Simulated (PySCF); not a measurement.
**Ionisation energy of Pm²⁺ by level of theory**

Pm²⁺ [Xe] 4f5 (high-spin determinant) → Pm³⁺ [Xe] 4f4 (high-spin determinant), as a difference of total energies. Computed with PySCF 2.14 in cc-pVDZ-X2C (8s7p5d3f1g, 84 functions), with scalar relativity by spin-free X2C-1e. Correlated levels: valence: [Kr] 4d10 frozen. The calculations carry no spin-orbit coupling.

```
           method  ionisation energy (eV)
              UHF                  20.241
    MP2 (valence)                  21.925
SCS-MP2 (valence)                  21.280
   CCSD (valence)                  21.590
CCSD(T) (valence)                  21.615
```

Q: How much does correlation contribute at CCSD(T) (valence)?

A: 21.615 − (20.241) = 1.374 eV, measured against UHF.

A first-order spin-orbit estimate (lowest level to lowest level, LS coupling) adds -0.119 eV.

Errors of the correlated levels include the incompleteness of this basis and the frozen core.

The coupled-cluster amplitudes are large for Pm³⁺ (T1 above 0.03 or a double amplitude above 0.15), so a single reference is strained.

The determinant of Pm²⁺ and of Pm³⁺ mixes LS terms, which raises its energy above the lowest term, most at the Hartree-Fock and MP2 levels.

For comparison: 22.44 ± 0.08 eV (semi-empirical (NIST evaluation); NIST Atomic Spectra Database, ionization energies).
